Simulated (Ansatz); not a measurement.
Ansatz results at the PBE0-D4/def2-TZVP geometry: HOMO energy (PBE0/def2-TZVPP) -8.52 eV; size of the dipole moment (ωB97M-V/def2-TZVPP) 0.10 D; LUMO energy (PBE0/def2-TZVPP) -1.57 eV.

Each molecule was computed in one conformer, which needn't be the lowest.

Q: Which molecule gave them?
A. `[SiH3][O][Zn][Cl]`
B. `C[CH2][Zn][SH]`
C. `C[N](C)[Zn][Cl]`
D. `[CH3][Zn][NH2]`

A: A. The others give `C[N](C)[Zn][Cl]`: -6.06, 2.01, -0.83; `C[CH2][Zn][SH]`: -7.08, 1.85, -0.44; `[CH3][Zn][NH2]`: -6.59, 0.83, 0.02.
